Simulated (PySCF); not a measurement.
Species: C₆H₁₀OSi.
Cartesian coordinates in Å at the GFN2-xTB level; atoms count from 1:
```xyz
18
C6H10OSi angstrom
C     -1.6916   -1.2942    0.6691
C     -1.0184   -0.9176   -0.6518
C     -0.2635    0.3618   -0.5232
C     -0.7317    1.6586   -0.8517
C      0.2753    2.5159   -0.5305
O      1.3220    1.8493   -0.0296
C      1.0041    0.5278   -0.0193
Si     2.2830   -0.6495    0.6680
H     -0.9429   -1.4227    1.4473
H     -2.2469   -2.2229    0.5600
H     -2.3812   -0.5121    0.9793
H     -0.3338   -1.7158   -0.9464
H     -1.7796   -0.8110   -1.4275
H     -1.6833    1.9126   -1.2736
H      0.3623    3.5820   -0.6115
H      3.6055   -0.0619    0.4659
H      2.1702   -1.9293   -0.0354
H      2.0418   -0.8649    2.0993
```

Computed with PySCF 2.14.0, density-fitted response routines, TDDFT CAM-B3LYP/def2-SVPD, vertical, gas phase, core orbitals frozen in the response.

Transition dipole moments from the ground state, in atomic units and in the frame of the coordinates above (overall signs are arbitrary), for the states with f of 0.002 or more among the lowest 8:

| state | E (eV) | μx | μy | μz |
| --- | --- | --- | --- | --- |
| S1 | 5.788 | -0.820 | 0.984 | -0.447 |
| S2 | 6.290 | -0.096 | 0.238 | 0.082 |
| S4 | 6.802 | 0.128 | 0.260 | -0.081 |
| S5 | 6.964 | -0.066 | -0.144 | 0.113 |
| S6 | 7.103 | -0.036 | 0.099 | 0.259 |
| S7 | 7.330 | -0.013 | -0.080 | 0.074 |
| S8 | 7.410 | 0.648 | 0.407 | 0.096 |

**Question.** Work out the oscillator strengths.

**Answer.** f = (2/3) ΔE |μ|² with ΔE in hartree (27.2114 eV).

```json
{"state": "S1", "|μ|² (au)": "1.841", "|μ| (D)": "3.45", "f": "0.261"}
{"state": "S2", "|μ|² (au)": "0.073", "|μ| (D)": "0.69", "f": "0.011"}
{"state": "S4", "|μ|² (au)": "0.090", "|μ| (D)": "0.76", "f": "0.015"}
{"state": "S5", "|μ|² (au)": "0.038", "|μ| (D)": "0.50", "f": "0.006"}
{"state": "S6", "|μ|² (au)": "0.078", "|μ| (D)": "0.71", "f": "0.014"}
{"state": "S7", "|μ|² (au)": "0.012", "|μ| (D)": "0.28", "f": "0.002"}
{"state": "S8", "|μ|² (au)": "0.595", "|μ| (D)": "1.96", "f": "0.108"}
```

**Question.** Which bond between heavy atoms lies closest to the direction of the S1 transition dipole?

**Answer.** C7–Si8, at 7° from it; next C5–O6 at 17°.

**Question.** What angle do the transition dipoles of S1 and S4 make?

**Answer.** |cos θ| = |μa·μb| / (|μa| |μb|) = 0.46, so θ ≈ 63° (taken between 0 and 90°, since the signs are arbitrary).

**Question.** What peak molar absorption coefficient would the strongest computed level give as a lone Gaussian band 0.3 eV wide at half height?

**Answer.** ε(max) = 2.175×10⁸ f / FWHM, with the width in cm⁻¹. S1: 2.175×10⁸ × 0.2611 / 2420 ≈ 23000 L mol⁻¹ cm⁻¹.

Hardware: one thread, Arm Neoverse N1 (aarch64), no GPU, on a shared host. Cost: 2.0 min wall (grids of density and orbitals included), 1.2 GiB resident at most.

One conformer stands for the species.
